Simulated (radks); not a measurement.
Question: These are the eigenvalues of the occupied orbitals of an atom or ion with whole-number occupations (hartree). Calculated with a radial shooting solver on a logarithmic mesh with Libxc functionals: scalar-relativistic Kohn-Sham, LB94 model potential, spin-polarised, spherical densities, finite nucleus; Fermi nuclear charge, rms radius of each element as measured or else 0.836 A^(1/3) + 0.57 fm.

| orbital | eigenvalue |
|---|---|
| 1s up | -465.7958 |
| 1s down | -465.7882 |
| 2s up | -62.75931 |
| 2s down | -62.75558 |
| 2p up | -55.69132 |
| 2p down | -55.68836 |
| 3s up | -10.83242 |
| 3s down | -10.82971 |
| 3p down | -8.61982 |
| 3p up | -8.61947 |
| 3d down | -4.95852 |
| 3d up | -4.95156 |
| 4s up | -3.15226 |

Which element is it, and in what charge state? The configuration may be excited. Open shells, if any, are filled with parallel spins first.

Answer: Z = 34, selenium, charge +5: Se5+ in [Ar] 3d10 4s1. The list shows which subshells hold electrons but not how many an open one holds; the 1s level, -465.8 hartree, gives Z - s = 30.5 by -(Z - s)^2/2, which with screening and relativity narrows Z to a few neighbours, and the depths of the outer levels then fix element, charge and occupations together.
